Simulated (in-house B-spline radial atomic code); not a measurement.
Pb³⁺ is squeezed into an impenetrable sphere of radius R (the orbitals vanish at R). Level of theory: Dirac-Kohn-Sham LDA VWN5, spherical fractional occupations, Fermi nucleus of rms radius 5.5012 fm; calculated with a radial B-spline atomic code at the basis-set limit.

Energies in eV above the free ion in [Xe] 4f14 5d10 6s1:

```tsv
R (bohr)	highest level (eV)	[Xe] 4f14 5d10 6s1	[Xe] 4f14 5d10 6f1	[Kr] 4d10 4f14 5s2 5p5 5d10 5f1 6s1
8.93	-37.9	0	34.23	109.1
6.22	-37.9	0.003338	40.38	109.6
5.04	-37.8	0.07666	48.61	110.8
4.55	-37.6	0.2683	54.63	112
3.68	-35.7	2.365	74	117.4
3.22	-32.1	7.486	94.48	125.7
2.44	-8.49	57.18	190.2	186.9
2.38	-4.43	67.39	205.5	198.7
1.8	87.2	366.4	571	525
1.4	308	1389	1654	1593
```

Problem. Does [Xe] 4f14 5d10 6f1 fall below [Xe] 4f14 5d10 6s1 under compression?

Solution. No, it stays above over the whole range.

Problem. Does [Kr] 4d10 4f14 5s2 5p5 5d10 5f1 6s1 fall below [Xe] 4f14 5d10 6s1 under compression?

Solution. No, it stays above over the whole range.

The highest level is first positive in the row R = 1.8 bohr, pushed up by confinement above the zero of the free ion's potential. Each configuration is held fixed and needn't be the lowest in the sphere.
